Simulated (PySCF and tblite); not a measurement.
Results of a calculation; reference values are marked as such.
Molecule: C3H9BF2O2, numbered as in [BH3-:1][O+:2]([CH3:3])[CH2:4][O:5][CH:6]([F:7])[F:8].

The mean out-of-plane torsion at O2 (0° is planar) is held and the rest relaxed at GFN2-xTB. Energies: PBE0/pcSseg-1 + D3(BJ). (tblite 0.8, PySCF 2.14.)

(1) Give the DFT energy and dipole along the out-of-plane angle.

(2) Where is the lowest sampled point, and what does the planar form cost?

Results:

(1) 
```json
{"out-of-plane angle °": "-39", "E kcal/mol": "3.08", "dipole D": "2.30"}
{"out-of-plane angle °": "-32", "E kcal/mol": "0.79", "dipole D": "2.61"}
{"out-of-plane angle °": "-23", "E kcal/mol": "0.78", "dipole D": "3.05"}
{"out-of-plane angle °": "-12", "E kcal/mol": "1.74", "dipole D": "3.59"}
{"out-of-plane angle °": "0", "E kcal/mol": "1.88", "dipole D": "4.02"}
{"out-of-plane angle °": "12", "E kcal/mol": "0.79", "dipole D": "4.07"}
{"out-of-plane angle °": "23", "E kcal/mol": "0.00", "dipole D": "3.92"}
{"out-of-plane angle °": "31", "E kcal/mol": "0.85", "dipole D": "3.74"}
{"out-of-plane angle °": "38", "E kcal/mol": "4.30", "dipole D": "3.52"}
```

(2) At 23°; the point at 0° lies 1.88 kcal/mol above it.
